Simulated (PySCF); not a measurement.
A calculated (LDA, PySCF 2.14, x2c-TZVPall, the spin-free X2C one-electron Hamiltonian (Gaussian nucleus)) atom or ion has these occupied shells.

```json
{"shell": "1s α", "electrons": "1", "orbital energy (eV)": "-2395.3", "rms radius, mean of both spins (bohr)": "0.112"}
{"shell": "1s β", "electrons": "1", "orbital energy (eV)": "-2395.0", "rms radius, mean of both spins (bohr)": "0.112"}
{"shell": "2s α", "electrons": "1", "orbital energy (eV)": "-210.51", "rms radius, mean of both spins (bohr)": "0.524"}
{"shell": "2s β", "electrons": "1", "orbital energy (eV)": "-210.18", "rms radius, mean of both spins (bohr)": "0.524"}
{"shell": "2p α", "electrons": "3", "orbital energy (eV)": "-156.31", "rms radius, mean of both spins (bohr)": "0.496"}
{"shell": "2p β", "electrons": "3", "orbital energy (eV)": "-155.90", "rms radius, mean of both spins (bohr)": "0.496"}
{"shell": "3s α", "electrons": "1", "orbital energy (eV)": "-17.898", "rms radius, mean of both spins (bohr)": "1.83"}
{"shell": "3s β", "electrons": "1", "orbital energy (eV)": "-16.068", "rms radius, mean of both spins (bohr)": "1.83"}
{"shell": "3p α", "electrons": "3", "orbital energy (eV)": "-7.639", "rms radius, mean of both spins (bohr)": "2.25"}
{"shell": "3p β", "electrons": "1", "orbital energy (eV)": "-6.050", "rms radius, mean of both spins (bohr)": "2.25"}
```

(1) Name the element and its charge.

Answers

(1) S (sulfur, neutral), in [Ne] 3s2 3p4, high-spin 3P determinant.
